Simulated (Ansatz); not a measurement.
Ansatz (a quantum-chemistry and plane-wave program) input:

Ansatz 0.2 input:
```yaml
crystal:
  periodic: [false, false, false]
  atoms:
    - {symbol: C, position_ang: [-0.59228948, -0.52606573, -0.26945992]}
    - {symbol: C, position_ang: [0.65778676, -0.50181518, -0.12513488]}
    - {symbol: O, position_ang: [-0.06076252, 0.77407937, 0.39623013]}
    - {symbol: H, position_ang: [-1.61871875, -0.79151559, -0.45819802]}
    - {symbol: H, position_ang: [1.70961185, -0.72694846, -0.07393229]}
    - {symbol: H, position_ang: [0.00222339, 1.49311459, -0.27014195]}
basis:
  gaussian:
    orbitals: def2-TZVP
hamiltonian:
  xc: b3lyp
  dispersion: d3bj
total_charge: 1
phonons: {temperatures: {t_min: 298.15, t_max: 298.15, t_step: 100}}
```

Q: Predict the final energy.

A: -152.85892 Eh (B3LYP-D3(BJ)/def2-TZVP). The basis has 111 functions. The run takes roughly 30 core-seconds.

It need not be the lowest isomer of its formula.
